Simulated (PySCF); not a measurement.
CH₉GeNSi, SMILES C[SiH2][NH][GeH3].

Geometry optimised at PBE0-D3(BJ)/def2-SVP. This is a generated structure with no PubChem entry under its InChIKey; it may be hypothetical. One conformer was computed; it need not be the lowest.

Level of theory: PBE0/def2-TZVP (PySCF).

Gas-phase values at a fixed geometry.

| Property | Result |
|---|---|
| total energy | -2464.34366 hartree |
| highest occupied level | -7.10 eV |
| lowest empty level | 0.30 eV |
| orbital gap | 7.41 eV |
| dipole moment | 0.54 D |
| quadrupole, principal values (traceless, Buckingham form, about the centre of nuclear charge) | -3.20, -2.14, 5.33 D·Å |
| mean static polarisability | 75.7 bohr³ (11.22 Å³) |
| polarisability, principal values | 67.5, 73.8, 85.9 bohr³ |
